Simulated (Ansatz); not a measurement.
`[SiH3]/N=C/Cl` → `N=CCl` + `[SiH2]`  (silylene loss)

Calculated with Ansatz (gas phase, PBE0-D4/def2-TZVP geometries, no zero-point term in ΔE). CCSD(T)/CBS is the MP2 limit (def2-TZVPP, def2-QZVPP) plus CCSD(T) − MP2 in def2-TZVPP, frozen cores. This one scheme is used for every species. DFT in def2-TZVPP. HSE06 is defined as in plane-wave codes. One conformer a species, not always the lowest.

`[SiH3]/N=C/Cl`:

```xyz
8

Si    0.293   -0.024   -1.204
N    -0.037   -0.677    0.376
C    -0.332   -0.019    1.381
Cl   -0.646   -0.766    2.929
H     0.178    1.463   -1.226
H     1.669   -0.426   -1.578
H    -0.685   -0.616   -2.147
H    -0.440    1.067    1.470
```

`N=CCl`:

Cartesian coordinates in Å:
```
N -0.286 0.947 0.069
C 0.078 -0.234 -0.100
Cl 0.410 -0.846 -1.683
H -0.436 1.136 1.059
H 0.233 -1.004 0.657
```

`[SiH2]`:

```xyz
3

Si    0.082   -0.029    0.706
H    -0.845    0.740   -0.231
H     0.763   -0.711   -0.476
```

```
             level  ΔE (eV)  difference from CCSD(T)/CBS
       LDA (SPW92)     3.20                         0.29
            PBE-D4     2.92                         0.01
         revPBE-D4     2.87                        -0.04
           BLYP-D4     2.82                        -0.09
         r2SCAN-D4     3.14                         0.23
           PBE0-D4     3.01                         0.10
        r2SCANh-D4     3.15                         0.24
        r2SCAN0-D4     3.15                         0.24
          HSE06-D4     3.01                         0.10
          BHLYP-D4     3.02                         0.11
      CAM-B3LYP-D4     2.99                         0.08
           ωB97X-V     3.01                         0.10
           ωB97M-V     2.86                        -0.05
            B2PLYP     2.92                         0.01
               PBE     2.85                        -0.06
            revPBE     2.69                        -0.22
              BLYP     2.66                        -0.25
            r2SCAN     3.12                         0.21
              PBE0     2.94                         0.03
           r2SCANh     3.12                         0.21
           r2SCAN0     3.13                         0.22
             HSE06     2.95                         0.04
             BHLYP     2.92                         0.01
           LC-ωPBE     3.05                         0.14
RPA@PBE/def2-TZVPP     2.65                        -0.26
       HF/def2-SVP     2.69                        -0.22
      MP2/def2-SVP     2.94                         0.03
     CCSD/def2-SVP     2.63                        -0.28
  CCSD(T)/def2-SVP     2.67                        -0.24
     HF/def2-TZVPP     2.81                        -0.10
    MP2/def2-TZVPP     3.10                         0.19
SCS-MP2/def2-TZVPP     2.97                         0.06
   CCSD/def2-TZVPP     2.79                        -0.12
CCSD(T)/def2-TZVPP     2.84                        -0.07
     HF/def2-QZVPP     2.82                        -0.09
    MP2/def2-QZVPP     3.14                         0.23
SCS-MP2/def2-QZVPP     3.02                         0.11
      HF/CBS(def2)     2.82                        -0.09
     MP2/CBS(def2)     3.17                         0.26
    CCSD/CBS(def2)     2.87                        -0.04
       CCSD(T)/CBS     2.91                            0
```

Largest T1 diagnostic among the species: 0.014.

From PBE to PBE0 (25 % exact exchange), in def2-TZVPP and without D4, ΔE moves by +0.09 eV. The D4 term adds +0.12 eV with B3LYP and +0.06 eV with PBE0; it sums over pairs of atoms, weighted by their polarisabilities, and B3LYP, whose exchange is more repulsive, gets the larger term. At CCSD(T), def2-SVP lies −0.24 eV from the extrapolated value and def2-TZVPP −0.07 eV.

B3LYP here is the variant with VWN-RPA as its local correlation; programs differ in this.
